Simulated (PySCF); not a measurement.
Working out the ionisation energy of Cd

Cd [Kr] 4d10 5s2 (1S) → Cd⁺ [Kr] 4d10 5s1 (2S). All numbers are calculated (PySCF 2.14, a scalar-relativistic core potential, in def2-SVP with the def2 core potential (28 electrons) (5s3p2d1f, 31 functions)). Frozen: 4s2 4p6. Energies in hartree (1 hartree = 27.21139 eV):

```csv
part,Cd (lower),Cd⁺ (upper)
UHF,-166.846609,-166.576992
CCSD correlation,-0.270559,-0.229238
(T),-0.005258,-0.002906
```

Question: What does Hartree-Fock give?

Answer: (-166.576992) − (-166.846609) = 0.269617 hartree = 7.337 eV.

Question: What do CCSD and CCSD(T) give?

Answer: The CCSD correlation energies differ by 0.041321 hartree = 1.124 eV and the triples by 0.002352 hartree = 0.064 eV, so CCSD gives 8.461 eV and CCSD(T) 8.525 eV.

Measured between the centres of the two terms (NIST): 8.994 eV, so CCSD(T) (valence) is off by -0.469 eV.

A double-zeta basis recovers only part of the correlation energy.

What remains against the reference includes basis incompleteness, the frozen core and higher excitations.
